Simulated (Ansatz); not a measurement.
Geometry optimisation of [Si5]2- (Si₅²⁻).

```yaml
crystal:
  periodic: [false, false, false]
  atoms:
    - {symbol: Si, position_ang: [-0.144880, -1.263480, 1.152230]}
    - {symbol: Si, position_ang: [-1.094170, 0.740080, 0.655340]}
    - {symbol: Si, position_ang: [-0.382610, -0.927550, -1.081820]}
    - {symbol: Si, position_ang: [1.425260, 0.182130, 0.413740]}
    - {symbol: Si, position_ang: [0.196390, 1.268810, -1.139500]}
basis:
  gaussian: {orbitals: def2-SVPD}
total_charge: -2
hamiltonian: {xc: r2scan, dispersion: d4}
scf: {lower_state_search: "off"}
output: {orbitals: {seedname: orbitals}}
relax: {f_tol: 0.02, max_steps: 100}
```

```sh
$ ansatz run in.yaml --threads 4 --pin off --events-out ev --progress --plain --max-ram 3916MiB
```

Output, abridged:

```
Functional definition: r2SCAN
  name "r2SCAN"
  cite "Furness, Kaplan, Ning, Perdew & Sun, J. Phys. Chem. Lett. 11, 8208 (2020) doi:10.1021/acs.jpclett.0c02405"
  cite "Furness, Kaplan, Ning, Perdew & Sun, J. Phys. Chem. Lett. 11, 9248 (2020) doi:10.1021/acs.jpclett.0c03077"
  parent r2scan
  parameter k0 = 0.174
  parameter k1 = 0.065
  parameter a1 = 4.9479
  exchange = r2scan_x(k0 = k0, k1 = k1, a1 = a1)
  correlation = r2scan_c
these checks for a lower state are left out or cut short: stability, starts, cluster_reference, orbital_swaps, neighbouring_geometries, increment
mean field -39370.64984876 eV, -1446.8446955571 hartree, gradient 9.4e-6 eV, S^2 0.000000; 0 other end points of the search recorded, 0 dependent functions left out
the calculation of the forces begins
relax step   1: F+E_penalty+E_count = -39370.72242945 eV  Δ(F+E_penalty+E_count) = +0.000e0 eV  max|allowed force component| = 2.485e0 eV/Å  Δτ_max = 0.0000 Å  (16 SCF iters, accepted)
these checks for a lower state are left out or cut short: stability, starts, cluster_reference, orbital_swaps, neighbouring_geometries, increment
mean field -39371.10776521 eV, -1446.8615236760 hartree, gradient 2.1e-6 eV, S^2 0.000000; 0 other end points of the search recorded, 0 dependent functions left out
the calculation of the forces begins
relax step   2: F+E_penalty+E_count = -39371.17897799 eV  Δ(F+E_penalty+E_count) = -4.565e-1 eV  max|allowed force component| = 9.488e-1 eV/Å  Δτ_max = 0.1631 Å  (28 SCF iters, accepted)
these checks for a lower state are left out or cut short: stability, starts, cluster_reference, orbital_swaps, neighbouring_geometries, increment
mean field -39371.15667331 eV, -1446.8633210157 hartree, gradient 2.2e-6 eV, S^2 0.000000; 0 other end points of the search recorded, 0 dependent functions left out
the calculation of the forces begins
relax step   3: F+E_penalty+E_count = -39371.22883662 eV  Δ(F+E_penalty+E_count) = -4.986e-2 eV  max|allowed force component| = 3.608e-1 eV/Å  Δτ_max = 0.0320 Å  (21 SCF iters, accepted)
these checks for a lower state are left out or cut short: stability, starts, cluster_reference, orbital_swaps, neighbouring_geometries, increment
mean field -39371.16424212 eV, -1446.8635991645 hartree, gradient 1.5e-6 eV, S^2 0.000000; 0 other end points of the search recorded, 0 dependent functions left out
the calculation of the forces begins
relax step   4: F+E_penalty+E_count = -39371.23764484 eV  Δ(F+E_penalty+E_count) = -8.808e-3 eV  max|allowed force component| = 3.639e-2 eV/Å  Δτ_max = 0.0207 Å  (21 SCF iters, accepted)
these checks for a lower state are left out or cut short: stability, starts, cluster_reference, orbital_swaps, neighbouring_geometries, increment
mean field -39371.16415458 eV, -1446.8635959473 hartree, gradient 1.4e-6 eV, S^2 0.000000; 0 other end points of the search recorded, 0 dependent functions left out
the calculation of the forces begins
relax step   5: F+E_penalty+E_count = -39371.23777874 eV  Δ(F+E_penalty+E_count) = -1.339e-4 eV  max|allowed force component| = 1.270e-3 eV/Å  Δτ_max = 0.0022 Å  (23 SCF iters, accepted)
Total energy: -39371.23778910 eV, -1446.8663019659 hartree
Atom 0 at    -0.186793    -1.385112     1.253387 Å, force     0.000266     0.001194    -0.001128 eV/Å
Atom 1 at    -1.067804     0.760302     0.681179 Å, force    -0.000251    -0.000609    -0.000735 eV/Å
Atom 2 at    -0.340571    -0.939012    -1.088363 Å, force    -0.000747     0.000553     0.000497 eV/Å
Atom 3 at     1.408686     0.178730     0.407256 Å, force     0.000804     0.000132     0.000253 eV/Å
Atom 4 at     0.186472     1.385081    -1.253469 Å, force    -0.000071    -0.001270     0.001113 eV/Å
Dipole moment:    -0.000092    -0.000008    -0.000023 e Å
Checks for a lower state left out: stability, starts, cluster_reference, orbital_swaps, neighbouring_geometries, increment
```

Hardware: 4 threads of Arm Neoverse V2 on a shared host. Wall time 10 s.

A multiply charged anion in the gas phase is held together partly by the finite basis. Removing one electron lowers the energy by 1.26 eV at PBE0-D4/def2-TZVPD, so it isn't bound. The highest occupied level of the charge -2 singlet lies above zero (up to 3.32 eV). By energy differences it is unbound by 1.26 eV (vertical, against the charge -1 doublet, at PBE0-D4/def2-TZVPD) and held by the finite basis.
